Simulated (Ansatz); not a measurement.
Two structures of SiH6ClOF, closed shell, reached by relaxing down either side of one saddle point (PBE0-D4/def2-TZVP). Energies are electronic, without zero-point energy. Ansatz 0.2.0; basis: def2-TZVPP and def2-QZVPP; cores frozen in the correlated methods. Extrapolation: Hartree–Fock as exp(−7.88 √X), correlation as X^−2.97. First:

Si1  (-0.752, 0.973, 0.421)
H2  (0.496, 0.438, 1.038)
H3  (-0.465, 1.848, -0.730)
H4  (-1.768, -0.071, 0.203)
Cl5  (-1.511, 2.212, 1.899)
H6  (0.616, -1.389, -1.082)
O7  (0.200, -0.606, -1.463)
H8  (1.034, -1.174, 1.060)
F9  (1.307, -1.998, 0.723)
H10  (0.844, -0.232, -2.068)
(Å)

Second:

Si1  (-0.863, 0.957, -0.511)
H2  (0.151, -0.865, 2.454)
H3  (-1.433, 1.736, -1.630)
H4  (-1.728, -0.141, -0.050)
Cl5  (-0.527, 2.271, 1.017)
H6  (0.983, -1.366, -0.605)
O7  (0.549, 0.235, -0.975)
H8  (0.418, -1.366, 1.968)
F9  (1.187, -2.250, -0.368)
H10  (1.263, 0.789, -1.300)
(Å)

Problem. Which bonds change from the first to the second?

Solution. SiH₃Cl ([SiH3][Cl]) + H₂O + HF → SiH₃ClO ([OH][SiH2][Cl]) + HF + H₂; bonds formed: Si1–O7, H2–H8, H6–F9; bonds broken: Si1–H2, H6–O7, H8–F9.

Problem. Give the saddle point's structure and its height above each. (An estimate is asked for; the value comes from the calculation.)

Solution. The calculation gives: 1.314 eV above the first and 2.162 eV above the second (CCSD(T) at an estimated basis limit (MP2 extrapolated from triple and quadruple zeta, plus CCSD(T) − MP2 in triple zeta)).
```xyz
10
angstrom
Si -0.7659 0.6227 0.0401
H -0.2137 -0.5147 1.1821
H -0.9865 1.5692 -1.1011
H -2.0925 -0.0111 0.2188
Cl -0.1867 2.0497 1.4278
H 1.0643 -0.9487 -0.4899
O 0.3819 -0.2828 -1.0156
H 0.6047 -1.0668 1.0190
F 1.4972 -1.5925 0.5192
H 0.6973 0.1750 -1.8002
```

No T1 diagnostic of these runs exceeds 0.011.

Labels in which every atom is bracketed show which atoms are joined, not bond orders.

For scale, one of the runs: CCSD(T)/def2-TZVPP, 230 basis functions, launched by `ansatz run in.yaml --threads 4 --pin off --events-out ev --progress --plain --max-ram 9574MiB`. Hardware: 4 CPU threads of an Arm Neoverse V2, shared host. Wall time 91 s; peak host memory 3.9 GiB.
